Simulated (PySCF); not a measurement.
Al(Cl)(Br)(NH2) (AlBrClH2N), SMILES [NH2][Al]([Cl])[Br]. Atoms are numbered in the order given.

```xyz
6

Al    -0.4128    -0.6116     0.0000
Cl     1.0143    -2.1517     0.0000
Br     0.2394     1.5403     0.0000
N     -2.1255    -1.0127     0.0000
H     -2.8803    -0.3312     0.0000
H     -2.4975    -1.9592     0.0000
```
Charge 0, spin multiplicity 1.

Geometry optimised at TPSSh-D3(BJ)/def2-SVP. One conformer was computed; it need not be the lowest.

Computed with PySCF with PBE0/def2-TZVP.

```yaml
total_energy: -3332.34621 hartree
point_group: Cs
highest_occupied_level: -7.98 eV
lowest_empty_level: -0.78 eV
orbital_gap: 7.19 eV
dipole_moment: 2.32 D
quadrupole, principal values (traceless, Buckingham form, about the centre of nuclear charge): -5.87, -0.57, 6.43 D·Å
mean_static_polarisability: 61.1 bohr³ (9.06 Å³)
polarisability_principal_values: 47.9, 63.0, 72.5 bohr³
```
